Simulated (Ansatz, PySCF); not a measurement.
Ge (SMILES [Ge+]), charge +1, doublet. Base run: CAMB3LYP/cc-pVTZ in PySCF.

Geometry (Å):
```xyz
1

Ge     0.0000     0.0000     0.0000
```
Charge +1, spin multiplicity 2.
Orbitals are unrestricted.
All else is at PySCF's defaults.

The same geometry, method and basis name were run in Ansatz (a program for electronic structure) and PySCF, at each program's defaults and at the settings that a row names. The base is PySCF at its defaults. Differences at the defaults can come from grids, fitting, cores and function types together.

```csv
code and settings,ΔE vs base (mEh),basis functions,E (Eh),SCF cycles
"PySCF, defaults (exact integrals, its default grid, spherical functions)",0.000,43,-2076.78754,7
"Ansatz, defaults (factorised integrals, its default grid, spherical functions)",0.000,43,-2076.78754,-
"PySCF, density fitting with def2-universal-jkfit",-0.008,43,-2076.78754,7
"PySCF, fine grid",0.000,43,-2076.78754,7
"Ansatz, high accuracy",0.000,43,-2076.78754,-
```

Open shells are given as the SCF converged; they aren't shown to be the lowest states, and a large step between rows can be another state.
